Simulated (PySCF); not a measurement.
Unrelated species, one level of theory. Method used: PySCF 2.14.0, density-fitted response routines, TDDFT wB97X-D/def2-SVPD, vertical, gas phase, core orbitals frozen in the response. Geometries: GFN2-xTB; one conformer of each isolated species. Triplets are in the Tamm–Dancoff approximation. 'Strongest' means the level of largest summed f among the lowest 8 singlets; it needn't be the same kind of state in each.

Problem. Rank by computed energy of the strongest computed level, lowest first.
A. `N#CC#CCCF`
B. `CO[C@H]1[SiH2]CS1`
C. `Nc1ccc(F)cc1`
D. `[SiH3]O[C@H]1CC(=O)CS1`

Solution. D (6.66 eV), C (6.95 eV), B (7.18 eV), A (8.06 eV).

```
                 SMILES  strongest (eV)  LUMO (eV)  S1 (eV)  first f ≥ 0.01 (nm)  f (S1)  α (au)    S1 mainly
O=C1CS[C@@H](O[SiH3])C1            6.66       0.87     4.41                  186   0.000    94.3  H-1→L (73%)
           Nc1ccc(F)cc1            6.95       1.32     4.71                  263   0.052    77.5    H→L (92%)
      CO[C@H]1[SiH2]CS1            7.18       1.17     4.86                  212   0.001    85.2    H→L (88%)
              N#CC#CCCF            8.06       0.31     5.21                  154   0.000    67.6    H→L (72%)
```

H and L stand for HOMO and LUMO.

- `O=C1CS[C@@H](O[SiH3])C1`: Löwdin shares by element: HOMO sulfur 64%, carbon 15% or more, oxygen 6% or more (atoms not listed hold the other 15%); LUMO carbon 54% or more, oxygen 29% or more (atoms not listed hold the other 17%).
- `Nc1ccc(F)cc1`: Löwdin shares by element: HOMO carbon 40% or more, nitrogen 25% (atoms not listed hold the other 35%); LUMO carbon 73% or more (atoms not listed hold the other 27%).
- `CO[C@H]1[SiH2]CS1`: Löwdin shares by element: HOMO sulfur 70%, carbon 18% or more; LUMO sulfur 30%, silicon 24%, carbon 22% or more (atoms not listed hold the other 24%).
- `N#CC#CCCF`: Löwdin shares by element: HOMO (one of a set within 0.03 eV) carbon 68% or more, nitrogen 21%; LUMO carbon 63% or more, nitrogen 23%.
